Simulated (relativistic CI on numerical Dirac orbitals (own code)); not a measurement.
## d1 to d9 in one octahedral field

Computed with a parametric ligand-field model without spin-orbit coupling, by exact diagonalisation: B = 360, C = 1520, 10Dq = 31300 cm⁻¹ (Oh; |10Dq|/B = 86.9) for every shell. Energies in cm⁻¹; the field energy is (0.6 n_e − 0.4 n_t2) × 10Dq of the ground term; g labels are left out. So small a B with so large a field is typical of 4d and 5d ions, where spin-orbit coupling, left out here, reaches 1,000 to 4,000 cm⁻¹.

```csv
Shell,Ground term,Electrons in e,Field energy,First spin-allowed bands,Lowest term of other spin
d1,2T2,0.000,-12520,2E 31300,
d2,3T1,0.004,-24919,"3T2 30355, 3T1 34809",1T2 5284
d3,4A2,0.000,-37560,"4T2 31300, 4T1 35455",2E 7524
d4,3T1,0.006,-49878,"3E 29715, 3T1 30091",1T2 4754
d5,2T2,0.013,-62196,"2A2 29113, 2T1 29242",4T1 23816
d6,?,?,?,?,?
d7,2E,1.006,-56144,"2T1 29989, 2T2 30398",4T1 23873
d8,3A2,2.000,-37560,"3T2 31300, 3T1 35455",1E 5895
d9,2E,3.000,-18780,2T2 31300,
```

Task: Fill in the row of d6.

Result: Ground term: 1A1; Electrons in e: 0.010; Field energy: -74800; First spin-allowed bands: 1T1 30063, 1T2 35456; Lowest term of other spin: 3T1 26906. Low spin: d4, d5, d6, d7; the other shells keep the spin of the free ion. Only d4 to d7 can choose; the field needed to pair spins is smallest for d6 and largest for d5, which loses most exchange energy. In the strong-field picture 10Dq must exceed about 6B + 5C = 9760 (d4), 7.5B + 5C = 10300 (d5), 2.5B + 4C = 6980 (d6) and 4B + 4C = 7520 (d7); mixing of terms shifts these bounds somewhat.
